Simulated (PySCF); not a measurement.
A PySCF script (with the pyscf-properties extension) for the NMR shieldings of `[SiH]1(N2CCCC2)P[SiH2]P1`, C4H13NP2Si2, on a GFN2-xTB geometry:

```python
import basis_set_exchange as bse
import numpy as np
from pyscf import gto, dft
from pyscf.prop import nmr

atoms = """
C    -2.470689   -0.718695   -0.485177
C    -2.654301    0.720664   -0.006727
C    -1.217925    1.218645    0.181730
N    -0.403273    0.017314    0.299319
Si    1.189449    0.020375    0.900580
P     2.460818    1.687489    0.046221
Si    3.839182   -0.058444   -0.367182
P     2.413293   -1.734496    0.159984
C    -1.253710   -1.154617    0.320049
H    -2.239652   -0.735710   -1.550582
H    -3.343006   -1.341526   -0.299423
H    -3.180341    0.725870    0.948489
H    -3.211297    1.332949   -0.712798
H    -1.121323    1.854079    1.066060
H    -0.876259    1.796397   -0.683556
H     1.359646    0.072282    2.367560
H     1.878038    1.655389   -1.206697
H     4.920578   -0.041041    0.615010
H     4.337113   -0.111717   -1.740670
H     1.831995   -1.767682   -1.093932
H    -1.548017   -1.411734    1.346607
H    -0.720730   -2.006408   -0.105714
"""
names = dict.fromkeys(["C", "N", "Si", "P", "H"], "pcSseg-1")
basis = {el: gto.basis.parse(bse.get_basis(n, elements=[el], fmt="nwchem")) for el, n in names.items()}
mol = gto.M(atom=atoms, basis=basis, charge=0, verbose=0)
mf = dft.RKS(mol, xc="PBE0")
mf.grids.level = 2
mf.grids.alignment = dft.numint.BLKSIZE   # the property module wants whole blocks of grid points
mf.conv_tol = 1e-9
mf.kernel()

calc = nmr.RKS(mf)   # GIAO
C = mf.mo_coeff
Co = C[:, mf.mo_occ > 0]
resp = mf.gen_response(singlet=True, hermi=2)
def vind(x):   # induced exchange potential for any number of trial vectors
    d = np.einsum("pi,xij,qj->xpq", C, 2 * x.reshape(-1, C.shape[1], Co.shape[1]), Co, optimize=True)
    return np.einsum("xpq,pi,qj->xij", resp(d - d.transpose(0, 2, 1)), C, Co, optimize=True).ravel()
mo1, _ = nmr.rhf.solve_mo1(calc, with_cphf=vind)
sigma = calc.kernel(mo1)
for i, s in enumerate(sigma):   # ppm
    print("%2d %-2s %9.2f" % (i, mol.atom_pure_symbol(i), np.trace(s) / 3))
```

**Question.** What does it print?

**Answer.** 
```
 0 C     155.93
 1 C     156.88
 2 C     139.70
 3 N     226.17
 4 Si    375.90
 5 P     545.06
 6 Si    418.09
 7 P     539.59
 8 C     137.42
 9 H      30.05
10 H      29.91
11 H      29.92
12 H      29.69
13 H      28.85
14 H      28.51
15 H      25.89
16 H      29.68
17 H      27.01
18 H      26.80
19 H      29.77
20 H      29.13
21 H      28.55
```

These numbers come from an equivalent density-fitted implementation of the same equations, which agrees with the script to about 0.01 ppm for H and up to a few tenths of a ppm for heavy atoms, so last digits may differ.

Size and cost of the density-fitted run: 246 basis functions, 64 s wall time on 1 thread of an x86-64 server CPU, shared host.
